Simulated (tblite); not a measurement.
Question: What does the GFN2-xTB structure of `CNC1=[C]C(=O)C=CS1` [radical] look like in three dimensions? (Doublet state.)

Answer: 
```
atom  x, y, z in Å
C1     2.6878    0.4139   -0.2961
N2     1.6950   -0.5483    0.1052
C3     0.3643   -0.3652   -0.0694
C4    -0.5791   -1.2681    0.1023
C5    -1.9830   -1.2855    0.0171
O6    -2.7550   -2.2146    0.1742
C7    -2.5108    0.0654   -0.3165
C8    -1.8010    1.1700   -0.5558
S9    -0.0867    1.3411   -0.5376
H10    2.5067    1.3653    0.2084
H11    2.6779    0.5914   -1.3776
H12    3.6691    0.0471   -0.0056
H13    1.9867   -1.5092    0.1891
H14   -3.5900    0.1006   -0.3665
H15   -2.2866    2.1043   -0.7986
```

Any rigid rotation of these coordinates is as good. Atoms count from 1 in this order. C7 (carbon bonded to 2 C and H) is planar (angles 127.1°, 119.7° and 113.2°, sum 360.0°, 0.00 Å off the plane of its three neighbours). N2 (nitrogen bonded to 2 C and H) has angles 123.5°, 117.4° and 115.1°, sum 356.0°, 0.14 Å off the plane of its three neighbours. S9 (sulfur bonded to 2 C) is bent (angle 99.0°). The C–N distances run from 1.354 Å (N2–C3, drawn single) to 1.440 Å (C1–N2, drawn single), a spread of 0.086 Å.

Bonds between heavy atoms (Å): C1–N2 1.440, N2–C3 1.354, C3=C4 1.317, C4–C5 1.407, C5=O6 1.218, C5–C7 1.488, C7=C8 1.335, C8–S9 1.723, C3–S9 1.826.

Structure optimised with GFN2-xTB, isolated species. This method treats the open shell by occupation alone, without spin polarisation.

Point group: C1 (no symmetry element, even within 0.4 Å). Its GFN2-xTB frequencies are all real (lowest 58 cm⁻¹). Torsions: C1–N2–C3–C4 170°, C3–C4–C5–O6 178°, C4–C5–C7–C8 2°, C7–C8–S9–C3 -1°, N2–C3–S9–C8 -177°. 2 starts were optimised and ended at 0.00 and 0.10 kcal/mol (GFN2-xTB); the lowest of these is shown.

Time: 0.39 s wall. Hardware: one thread of an Arm Neoverse V2, no GPU, shared host with 32 logical CPUs at a one-minute load of 36. These figures are those of the optimisation.

One conformer stands for the species.

All values are computed, not measured.
